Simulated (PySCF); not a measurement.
C3H7B, SMILES B/C=C\C, singlet, GFN2-xTB optimised geometry.

```
11

B      1.40    -0.99     0.00
C     -0.13    -0.99     0.00
C     -0.96     0.07     0.00
C     -0.57     1.51    -0.01
H      2.03     0.00     0.06
H      1.97    -2.01    -0.06
H     -0.63    -1.95     0.00
H     -2.03    -0.09     0.00
H     -1.01     2.01     0.85
H      0.51     1.64     0.02
H     -0.97     1.99    -0.90
```

Density from B3LYP/def2-TZVP in PySCF at that geometry.

Minimum of the electron density along straight lines between bonded atoms, close to the bond critical point (lines longer than 1.1 times the sum of covalent radii, or with two minima, are not listed):

| bond | length / Å | ρ at the minimum / e bohr⁻³ | ∇²ρ there / e bohr⁻⁵ | position (fraction from the first atom) |
|---|---|---|---|---|
| B1–C2 | 1.539 | 0.195 | … | 0.33 |
| C2–C3 | 1.342 | 0.350 | -1.10 | 0.48 |
| C3–C4 | 1.487 | 0.268 | … | 0.51 |
| B1–H5 | 1.170 | 0.192 | -0.35 | 0.44 |
| B1–H6 | 1.171 | 0.193 | -0.36 | 0.44 |
| C2–H7 | 1.087 | 0.283 | -0.98 | 0.64 |
| C3–H8 | 1.087 | 0.288 | -1.03 | 0.65 |
| C4–H9 | 1.090 | 0.277 | -0.95 | 0.64 |
| C4–H10 | 1.084 | 0.285 | -1.00 | 0.64 |
| C4–H11 | 1.091 | 0.277 | -0.94 | 0.64 |

Problem. Some entries are withheld; supply them.

Solution. 
- B1–C2, ∇²ρ there / e bohr⁻⁵: -0.20
- C3–C4, ∇²ρ there / e bohr⁻⁵: -0.73
